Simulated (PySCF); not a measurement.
Electron correlation in Ga (gallium, neutral)

[Ar] 3d10 4s2 4p1, 2P determinant. All numbers are calculated (PySCF 2.14, no relativity, point nucleus, in 6-31G* (5s4p3d, 32 functions)). Frozen: [Ar] 3d10; 3 electrons correlated.

MP2 pair energies summed by pair of shells (mhartree):

```json
{"pair": "4s-4s", "energy": "-17.34", "share (%)": "61.9"}
{"pair": "4s-4p", "energy": "-10.67", "share (%)": "38.1"}
```

Total MP2 correlation energy: -28.01 mhartree.

Same-spin part -1.87 and opposite-spin part -26.14 mhartree; SCS-MP2 scales them by 1/3 and 6/5 to -32.00 mhartree.

```tsv
level	correlation energy (mhartree)
CCSD	-41.89
(T)	-0.47
CCSD(T)	-42.36
```

Diagnostics: T1 = 0.0100, D1 = 0.0231, largest double amplitude 0.087.

Cost of the coupled-cluster step: 0.19 s of wall time on 1 thread of Neoverse-N1 (shared host), for 3 correlated electrons.
